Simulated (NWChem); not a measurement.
All runs are NWChem calculations. System: H$_{3}$NO$_{3}$W, charge 0, spin multiplicity 1, displaced from the optimised geometry. The structure started from a generated list of species.

Input file:

```
start mol
memory heap 200 mb stack 800 mb global 1000 mb
geometry units angstroms nocenter noautoz
  W      0.039385     0.012929     0.000000
  O      1.051135     0.067013    -1.431901
  O      1.051135     0.067013     1.431901
  O     -1.204807     1.498688     0.000000
  H     -1.060347     2.472418     0.000000
  N     -0.961229    -1.708213     0.000000
  H     -1.152621    -2.266689    -0.854943
  H     -1.152621    -2.266689     0.854943
  symmetry group Cs
end
basis spherical
  * library def2-svp
end
ecp
  W library def2-ecp
end
dft
  xc b3lyp
  semidirect memsize 60000000 filesize 0
  iterations 100
  convergence nodiis damp 40
end
task dft gradient
```

The output up to the point where the run's verdict is printed (cleaned and shortened):

```
             Northwest Computational Chemistry Package (NWChem) 7.3.0
             --------------------------------------------------------

                                NWChem Input Module
                                -------------------

 Scaling coordinates for geometry "geometry" by  1.889725989
 (inverse scale =  0.529177249)

 Turning off AUTOSYM since
 SYMMETRY directive was detected!

                             Geometry "geometry" -> ""
                             -------------------------

 Output coordinates in angstroms (scale by  1.889725989 to convert to a.u.)

  No.       Tag          Charge          X              Y              Z
 ---- ---------------- ---------- -------------- -------------- --------------
    1 W                   74.0000     0.03938500     0.01292900     0.00000000
    2 O                    8.0000     1.05113500     0.06701300    -1.43190100
    3 O                    8.0000     1.05113500     0.06701300     1.43190100
    4 O                    8.0000    -1.20480700     1.49868800     0.00000000
    5 H                    1.0000    -1.06034700     2.47241800     0.00000000
    6 N                    7.0000    -0.96122900    -1.70821300     0.00000000
    7 H                    1.0000    -1.15262100    -2.26668900    -0.85494300
    8 H                    1.0000    -1.15262100    -2.26668900     0.85494300

 Effective nuclear repulsion energy (a.u.)     785.0221167491

            Nuclear Dipole moment (a.u.)
            ----------------------------
        X                 Y               Z
 ---------------- ---------------- ----------------
     0.0000037795     0.0000132281     0.0000000000

      Symmetry information
      --------------------

 Group name             Cs
 Group number              2
 Group order               2
 No. of unique centers     6

      Symmetry unique atoms

     1    2    4    5    6    7


 Summary of "ao basis" -> "" (spherical)
 ------------------------------------------------------------------------------
       Tag                 Description            Shells   Functions and Types
[...]
 d= 0,ls=0.5         52   -273.3068487985 -7.36D+01  3.65D-01              21.2
 d= 0,ls=0.5         53   -199.6936628490  7.36D+01  3.65D-01              21.6
 d= 0,ls=0.5         54   -273.3068487986 -7.36D+01  3.65D-01              22.0
 d= 0,ls=0.5         55   -199.6936628489  7.36D+01  3.65D-01              22.3
 d= 0,ls=0.5         56   -273.3068487986 -7.36D+01  3.65D-01              22.7
 d= 0,ls=0.5         57   -199.6936628489  7.36D+01  3.65D-01              23.0
 d= 0,ls=0.5         58   -273.3068487986 -7.36D+01  3.65D-01              23.4
 d= 0,ls=0.5         59   -199.6936628489  7.36D+01  3.65D-01              23.7
 d= 0,ls=0.5         60   -273.3068487986 -7.36D+01  3.65D-01              24.0
 d= 0,ls=0.5         61   -199.6936628489  7.36D+01  3.65D-01              24.4
 d= 0,ls=0.5         62   -273.3068487986 -7.36D+01  3.65D-01              24.8
 d= 0,ls=0.5         63   -199.6936628489  7.36D+01  3.65D-01              25.3
 d= 0,ls=0.5         64   -273.3068487986 -7.36D+01  3.65D-01              25.6
 d= 0,ls=0.5         65   -199.6936628489  7.36D+01  3.65D-01              26.0
 d= 0,ls=0.5         66   -273.3068487986 -7.36D+01  3.65D-01              26.3
 d= 0,ls=0.5         67   -199.6936628489  7.36D+01  3.65D-01              26.7
 d= 0,ls=0.5         68   -273.3068487986 -7.36D+01  3.65D-01              27.0
 d= 0,ls=0.5         69   -199.6936628489  7.36D+01  3.65D-01              27.4
 d= 0,ls=0.5         70   -273.3068487986 -7.36D+01  3.65D-01              27.9
 d= 0,ls=0.5         71   -199.6936628489  7.36D+01  3.65D-01              28.3
 d= 0,ls=0.5         72   -273.3068487986 -7.36D+01  3.65D-01              28.6
 d= 0,ls=0.5         73   -199.6936628489  7.36D+01  3.65D-01              29.0
 d= 0,ls=0.5         74   -273.3068487986 -7.36D+01  3.65D-01              29.3
 d= 0,ls=0.5         75   -199.6936628489  7.36D+01  3.65D-01              29.8
 d= 0,ls=0.5         76   -273.3068487986 -7.36D+01  3.65D-01              30.1
 d= 0,ls=0.5         77   -199.6936628489  7.36D+01  3.65D-01              30.5
 d= 0,ls=0.5         78   -273.3068487986 -7.36D+01  3.65D-01              30.8
 d= 0,ls=0.5         79   -199.6936628489  7.36D+01  3.65D-01              31.2
 d= 0,ls=0.5         80   -273.3068487986 -7.36D+01  3.65D-01              31.7
 d= 0,ls=0.5         81   -199.6936628489  7.36D+01  3.65D-01              32.0
 d= 0,ls=0.5         82   -273.3068487986 -7.36D+01  3.65D-01              32.4
 d= 0,ls=0.5         83   -199.6936628489  7.36D+01  3.65D-01              32.8
 d= 0,ls=0.5         84   -273.3068487986 -7.36D+01  3.65D-01              33.2
 d= 0,ls=0.5         85   -199.6936628489  7.36D+01  3.65D-01              33.5
 d= 0,ls=0.5         86   -273.3068487986 -7.36D+01  3.65D-01              33.9
 d= 0,ls=0.5         87   -199.6936628489  7.36D+01  3.65D-01              34.3
 d= 0,ls=0.5         88   -273.3068487986 -7.36D+01  3.65D-01              34.6
 d= 0,ls=0.5         89   -199.6936628489  7.36D+01  3.65D-01              35.0
 d= 0,ls=0.5         90   -273.3068487986 -7.36D+01  3.65D-01              35.5
 d= 0,ls=0.5         91   -199.6936628489  7.36D+01  3.65D-01              35.9
 d= 0,ls=0.5         92   -273.3068487986 -7.36D+01  3.65D-01              36.3
 d= 0,ls=0.5         93   -199.6936628489  7.36D+01  3.65D-01              36.7
 d= 0,ls=0.5         94   -273.3068487986 -7.36D+01  3.65D-01              37.0
 d= 0,ls=0.5         95   -199.6936628489  7.36D+01  3.65D-01              37.4
 d= 0,ls=0.5         96   -273.3068487986 -7.36D+01  3.65D-01              37.8
 d= 0,ls=0.5         97   -199.6936628489  7.36D+01  3.65D-01              38.2
 d= 0,ls=0.5         98   -273.3068487986 -7.36D+01  3.65D-01              38.6
 d= 0,ls=0.5         99   -199.6936628489  7.36D+01  3.65D-01              39.0
 d= 0,ls=0.5        100   -273.3068487986 -7.36D+01  3.65D-01              39.4
```

The run did not converge; its last values are not results. The next line reads: Calculation failed to converge. NWChem stopped with the message: dft gradient failed.
